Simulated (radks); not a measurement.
The numbers below are computed, except where a source is named.
Isoelectronic series with 22 electrons, all held in the configuration [Ar] 3d2 4s2, which need not be the ground one along the series. Level of theory: Dirac Kohn-Sham, PBE, spin-unpolarised, spherical densities, finite nucleus; open shells fill j = l - 1/2 first; Fermi nuclear charge, rms radius of each element as measured or else 0.836 A^(1/3) + 0.57 fm (a radial shooting solver on a logarithmic mesh with Libxc functionals). Total energies (hartree) and mean radii <r> (bohr):

| ion | E (hartree) | 3d3/2 | 4s1/2 | 3p3/2 |
|---|---|---|---|---|
| Ti | -853.57323 | 1.615 | 3.515 | 1.089 |
| Mn3+ | -1155.08968 | 0.9346 | 2.175 | 0.8609 |
| Ni6+ | -1505.75976 | 0.7071 | 1.641 | 0.7094 |
| Ga9+ | -1905.84474 | 0.5766 | 1.332 | 0.6035 |
| Se12+ | -2355.81299 | 0.4893 | 1.126 | 0.5253 |
| Rb15+ | -2856.24774 | 0.4258 | 0.9771 | 0.4652 |
| Zr18+ | -3407.82894 | 0.3774 | 0.8633 | 0.4174 |
| Tc21+ | -4011.33002 | 0.3390 | 0.7733 | 0.3784 |
| Pd24+ | -4667.62580 | 0.3077 | 0.7001 | 0.3461 |
| In27+ | -5377.69524 | 0.2818 | 0.6393 | 0.3188 |
| Te30+ | -6142.62375 | 0.2598 | 0.5880 | 0.2954 |
| Cs33+ | -6963.6318 | 0.2410 | 0.5439 | 0.2752 |
| Ce36+ | -7842.0612 | 0.2247 | 0.5057 | 0.2575 |
| Pm39+ | -8779.4061 | 0.2104 | 0.4721 | 0.2418 |
| Gd42+ | -9777.2963 | 0.1977 | 0.4424 | 0.2279 |
| Ho45+ | -10837.6476 | 0.1865 | 0.4158 | 0.2155 |
| Yb48+ | -11962.4508 | 0.1763 | 0.3920 | 0.2042 |
| Ta51+ | -13154.0620 | 0.1672 | 0.3704 | 0.1941 |

3d3/2 drops below 4s1/2 between Ti and Mn3+.
